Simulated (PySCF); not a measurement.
C₄H₉OSi (doublet state).
Geometry (GFN2-xTB, Å), atoms numbered from 1 in this order:
```
atom  x, y, z in Å
C1     3.000   -0.045   -0.289
C2     1.582    0.280   -0.099
O3     0.769   -0.494   -0.931
Si4   -0.842   -0.659   -0.988
C5    -1.971   -0.479    0.505
C6    -2.063    0.693   -0.516
H7     3.283   -0.805   -0.986
H8     3.745    0.485    0.268
H9     1.286    0.129    0.956
H10    1.396    1.352   -0.305
H11   -0.995   -1.605   -2.063
H12   -2.870   -1.070    0.604
H13   -1.580   -0.216    1.481
H14   -3.016    0.787   -1.017
H15   -1.729    1.656   -0.150
```

The hyperfine couplings belong to this conformer and change with its torsions.

As a line formula: `[CH2]CO[SiH]1CC1` [radical].

Method used: UKS B3LYP, pcH-1 on C H O Si, non-relativistic, mean-field spin-orbit, GIAO in PySCF. The structure is a single GFN2-xTB conformer in the gas phase; no vibrational or solvent corrections. Couplings are sensitive to structure, and on GFN2-xTB geometries they can be far from those on DFT ones. No stability test was run, so a lower SCF solution isn't excluded.

Principal values of hyperfine tensors in MHz (contact, dipolar and spin–orbit terms together), for some of the nuclei:

| atom | isotope | A1 | A2 | A3 |
| --- | --- | --- | --- | --- |
| H9 | 1H | 124.87 | 126.75 | 139.74 |
| H10 | 1H | 122.84 | 124.60 | 137.64 |
| H7 | 1H | -106.36 | -66.22 | -26.47 |
| H8 | 1H | -102.89 | -63.65 | -23.39 |
| C2 | 13C | -42.45 | -39.36 | -37.92 |
| Si4 | 29Si | 1.74 | 2.06 | 2.15 |
| O3 | 17O | 0.01 | 2.04 | 2.17 |
| H12 | 1H | -0.09 | -0.07 | 1.06 |

Task: Split each tensor into its isotropic and traceless parts, and turn a_iso into mT with g = 2.0026.

Result: a_iso is a third of the trace, T = A − a_iso, and a(mT) = a(MHz)/(g × 13.996). The tensors hold a spin–orbit part: the run splits a_iso into a_FC + a_SO, and T includes its anisotropic share.

| atom | a_iso (MHz) | a_FC | a_SO | a_iso (mT) | T1 | T2 | T3 |
| --- | --- | --- | --- | --- | --- | --- | --- |
| H9 | 130.45 | 130.45 | 0.00 | 4.654 | -5.59 | -3.70 | 9.29 |
| H10 | 128.36 | 128.36 | 0.00 | 4.580 | -5.52 | -3.76 | 9.28 |
| H7 | -66.35 | -66.37 | 0.01 | -2.367 | -40.01 | 0.13 | 39.88 |
| H8 | -63.31 | -63.32 | 0.01 | -2.259 | -39.58 | -0.34 | 39.92 |
| C2 | -39.91 | -39.92 | 0.01 | -1.424 | -2.54 | 0.55 | 1.99 |
| Si4 | 1.98 | 1.98 | 0.00 | 0.071 | -0.24 | 0.07 | 0.17 |
| O3 | 1.41 | 1.41 | 0.00 | 0.050 | -1.39 | 0.63 | 0.76 |
| H12 | 0.30 | 0.30 | 0.00 | 0.011 | -0.39 | -0.37 | 0.76 |

Task: What spin density at the nucleus of H10 lies behind its contact coupling (g_N = 5.58569)?

Result: a_FC = (2μ0/3) gₑ μB g_N μN ρ(0)/(2S·h) = 800.24 MHz × g_N × ρ(0)/(2S), with ρ in bohr⁻³. With a_FC = 128.36 MHz and 2S = 1, ρ(0) = 0.02872 bohr⁻³. In magnitude that is 9.0 % of the 1/π = 0.318 of a free hydrogen atom.

Task: C1 (13C, g_N = 1.40482) isn't in the table. Its spin density at the nucleus is 0.07786 bohr⁻³. What is its contact coupling?

Result: By the same relation, a_FC = 87.5 MHz. The spin–orbit term adds -0.10 MHz. Its full tensor has the principal values 5.11, 5.74, 251.43 MHz.

Task: In a single crystal, with the field along each principal axis of the tensor of H7 in turn, what first-order splitting does this nucleus give (isotropic g, quadrupole terms neglected)?

Result: 2 lines (I = 1/2), spaced by |A_i|/(g × 13.996): 3.79, 2.36, 0.94 mT along the axes of A1, A2 and A3.
